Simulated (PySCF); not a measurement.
PySCF job for GeF2, SMILES [Ge]([F])[F] (connectivity only; charge and spin as stated), neutral, multiplicity 1, KT2/pcSseg-2. The structure is a stationary point at B3LYP-D3(BJ)/def2-TZVP. The isomer is the one that the SMILES or the coordinates give; other isomers of the formula were not compared.

```python
import numpy as np
from pyscf import gto, scf, dft
from pyscf.prop.nmr import rks as nmr

mol = gto.M(
    atom='''
    Ge    0.00000000   -0.00000000    0.41767472
    F     0.00000000   -1.32119927   -0.74253284
    F     0.00000000    1.32119928   -0.74253283
    ''',
    basis='pcSseg-2',
    charge=0,
    spin=0,
    max_memory=1600,
    verbose=3,
)
mf = dft.RKS(mol, xc='kt2')
mf.grids.level = 3
mf.conv_tol = 1e-10
mf.max_cycle = 100
mf.kernel()
n = nmr.NMR(mf)
n.verbose = 2
n.max_cycle_cphf = 60
sigma = n.kernel()
print('atom   isotropic/ppm   span/ppm')
for i, s in enumerate(sigma):
    w = np.linalg.eigvalsh((s + s.T) / 2)
    print(f'{mol.atom_symbol(i):2s}{i + 1:3d} {w.mean():14.3f} {w[2] - w[0]:11.3f}')
```

It prints:

```
converged SCF energy = -2287.99609689493
atom   isotropic/ppm   span/ppm
Ge  1       1361.578     630.063
F   2         68.183     622.380
F   3         68.183     622.379
```

The run converged.
